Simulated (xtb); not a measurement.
FH₃OSi, SMILES O[SiH2]F. All values are semi-empirical tight-binding results from xtb (GFN2-xTB unless named), good for trends rather than for accurate numbers. Coordinates come from a GFN2-xTB optimisation. Other conformers were not sampled.

Optimised geometry:

Bonds (Å): Si1–O2 1.616, Si1–F3 1.613, Si1–H4 1.449, Si1–H5 1.449, O2–H6 0.953. Bond angles (°): O2–Si1–F3 106.5, O2–Si1–H4 110.0, O2–Si1–H5 110.0, F3–Si1–H4 106.0, F3–Si1–H5 106.0, H4–Si1–H5 117.6, Si1–O2–H6 121.6.
Charge 0, spin multiplicity 1.

The geometry has at least one imaginary mode, so it is a saddle point at that level.

| Property | Result |
|---|---|
| point group as xtb finds it | Cs |
| orbital gap | 6.72 eV |
| dipole moment | 0.92 D |
| static polarisability (D4 model) | 39.9 bohr³ |
| solvation energy, GFN2-xTB/ALPB(water) | -3.4 kcal/mol |
| solvation energy, GFN2-xTB/ALPB(acetone) | -3.3 kcal/mol |

Task: Give the atomic charges and the Wiberg bond orders between heavy atoms. (An estimate is asked for; the answer gives what the named calculation found.)

Result: charges (e) Si1 0.58, O2 -0.47, F3 -0.30, H4 -0.07, H5 -0.07, H6 0.32. Bond orders Si1–O2 1.20, Si1–F3 1.05.
